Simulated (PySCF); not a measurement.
**O+ (oxygen, charge +1): UHF calculation**

Configuration: [He] 2s2 2p3, high-spin 4S determinant. Computed with PySCF 2.14 in def2-SVP (3s2p1d, 14 functions), with no relativity, point nucleus.

```
Total energy                                     : -74.276071 hartree
One-electron energy                              : -98.2952 hartree
Hartree (Coulomb) energy                         : 31.9064 hartree
Exchange energy                                  : -7.8872 hartree
Kinetic energy                                   : 74.36880 hartree
⟨S²⟩                                             : 3.7558
⟨L²⟩                                             : 0.000
Sum of ⟨r⟩                                       : 5.864 bohr
Sum of ⟨r²⟩                                      : 7.554 bohr²
Density at the nucleus (Gaussians lack the cusp) : 283 bohr⁻³
Spin density at the nucleus                      : 1.23 bohr⁻³
Langevin diamagnetic susceptibility              : -5.98 ×10⁻⁶ cm³/mol
Time after the integrals                         : 0.03 s of wall time on 1 thread of Neoverse-V2 (shared host)
```

```csv
shell,electrons,mean orbital energy (eV),"rms radius, mean of both spins (bohr)"
1s α,1,-582.67,0.231
1s β,1,-578.85,0.231
2s α,1,-55.749,1.22
2s β,1,-41.209,1.22
2p α,3,-36.362,1.22
```
